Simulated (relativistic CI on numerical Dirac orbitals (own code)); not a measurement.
**Te IV: calculation against measurement**

Method of calculation: Dirac-Coulomb-Breit CI, separate exchange-only KLI orbitals for each configuration, model QED, valence Slater integrals scaled by 0.85, configuration energies shifted to the measured levels that pair with them (semi-empirical) (own radial code, finite nucleus).

CI space (outside the closed core [Kr] 4d10): 5s²5p, 5s5p², 5s²5d, 5s²6s, 5s²6p, 5s²6d, 5s²7s, 5p³, 5s5p5d, 5s²5f, 5s²5g, 5s²4f, 5s5p5f, 5p5d², 5s5p5g, 5s²7p, 5s5p6s, 5p²5d, 5s²7d, 5p4f², 5s²6f, 5s5d², 5s5p6p, 5s²7f, 5s5p4f, 5p²4f, 5s5p6d, 5s4f5d, 5s5p7s, 5p5f². Levels of other configurations are missing.

| Configuration | Term (tabulated) | J | Measured (cm⁻¹) | Computed | Error | Purity (%) |
| --- | --- | --- | --- | --- | --- | --- |
| 5s²5p | 2P° | 1/2 | 0.0 | 0 | 0 | 97 |
| 5s²5p | 2P° | 3/2 | 9223.0 | 8863 | -360 | 97 |
| 5s5p² | 2P | 3/2 | 119956.0 | 119956 | 0 | 91 |
| 5s²5d | 2D | 3/2 | 127445.0 | 127445 | 0 | 80 |
| 5s²5d | 2D | 5/2 | 128216.5 | 128215 | -2 | 84 |
| 5s²6s | 2S | 1/2 | 133456.0 | 133456 | 0 | 99 |
| 5s²6p | 2P° | 3/2 | 163959.0 | 163959 | 0 | 97 |
| 5s²6d | 2D | 3/2 | 202941.4 | 202965 | 23 | 98 |
| 5s²6d | 2D | 5/2 | 203352.8 | 203330 | -23 | 98 |
| 5s²7s | 2S | 1/2 | 205343.6 | 205344 | 0 | 100 |

Measured levels from Moore, Atomic Energy Levels, vol. III, NSRDS-NBS 35 (1971 reprint of NBS Circular 467, 1958); pairs were made by configuration, J and term (by order where the table uses no LS term), so strongly mixed levels may be paired wrongly. The analysis dates from before 1960.

Mean error by configuration (cm⁻¹): 5s²5p -360; 5s5p² 0; 5s²5d -1; 5s²6s 0; 5s²6p 0; 5s²6d 0; 5s²7s 0. Over the excited levels the mean absolute error is 45 cm⁻¹ (9 of the 9 excited levels that our extract of the source holds in range could be paired), and the median relative error of those above 1,000 cm⁻¹ is 0.00031 %, both after the shifts were fitted to these levels, so that a configuration with one level shows no error.

Configurations whose levels could be paired with our table of measured levels were shifted onto them, all but the ground configuration, by the median error of their levels; single terms can still be off by 1,000 to 2,000 cm⁻¹ or more, and rates follow the energies as ν³ (E1, M1) or ν⁵ (E2). The others borrow a shift and can be off by several thousand cm⁻¹ or more. The fine structure of a lone outer electron comes out too small, for d and f at times inverted, and misplaced configurations move strength between like terms. 9 of the 9 excited levels that our extract of the measured tables holds in this range could be paired (the sources list more); they are missed by 45 cm⁻¹ on average and 360 at most, after the shifts were fitted to these levels, and levels without a partner can miss by more.

Shifts applied (cm⁻¹): 5s²5p 0; 5s5p² -2402; 5s²5d -2007; 5s²6s -6012; 5s²6p -5737; 5s²6d -6052; 5s²7s -7619.
